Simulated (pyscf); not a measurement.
## H₃C–Ga=NH, singlet

Gas-phase minimum from PySCF at ωB97X-D3(BJ)/def2-SVP, one conformer. 

```xyz
7

C      0.2309     0.7530     0.3381
Ga    -0.7799    -0.7734    -0.2714
N     -1.3149    -2.1483    -1.0739
H     -0.3351     1.6799     0.1658
H      1.1809     0.8100    -0.2145
H      0.4510     0.6613     1.4115
H     -2.1774    -2.6653    -0.9276
```

Bonded distances (Å): C1–Ga2 1.929, C1–H4 1.100, C1–H5 1.101, C1–H6 1.100, Ga2–N3 1.679, N3–H7 1.016. Angles (°): Ga2–C1–H4 110.3, Ga2–C1–H5 109.5, Ga2–C1–H6 110.3, H4–C1–H5 108.8, H4–C1–H6 109.0, H5–C1–H6 108.8, C1–Ga2–N3 164.9, Ga2–N3–H7 128.2.

Properties at ωB97X-D3(BJ)/def2-SVP:

- Harmonic wavenumbers, unscaled: 34, 159, 236, 485, 604, 748, 765, 970, 1254, 1437, 1439, 3082, 3192, 3198, 3668 cm⁻¹
- Zero-point energy: 30.4 kcal/mol
- Rotational symmetry number: 1
- Entropy of this conformer at 298 K and 1 atm, rigid rotor and harmonic oscillator, modes under 100 cm⁻¹ raised to 100: 300.3 J/(mol K)
- Dipole moment: 3.64 D

Single-point totals, which compare only within one level (frozen core for MP2 and CC):

```csv
level,total energy (hartree)
ωB97X-D3(BJ)/def2-TZVP,-2020.10936
PBE/def2-TZVP,-2019.70442
r²SCAN/def2-TZVP,-2020.04707
B3LYP-D3(BJ)/def2-TZVP,-2020.17549
PBE0-D3(BJ)/def2-TZVP,-2019.74621
M06-2X/def2-TZVP,-2020.05685
ωB97M-D3(BJ)/def2-TZVP,-2020.16154
HF/def2-TZVPP,-2017.86965
MP2/def2-TZVPP,-2018.49912
CCSD/def2-TZVPP,-2018.50300
CCSD(T)/def2-TZVPP,-2018.53395
```

The lowest mode is so soft that the shape along it may change with the basis. Soft torsions are taken as harmonic, which can shift the entropy by several J/(mol K). The CCSD(T) − MP2 part came from Ansatz, without density fitting, on the same reference. The frozen core leaves the outer d or s,p core shells of the metals and heavy elements correlated in the MP2 and CC values, and def2-TZVPP describes them poorly, so these totals are far from the basis limit. Elements up to Kr have no core potential and no relativistic terms here.
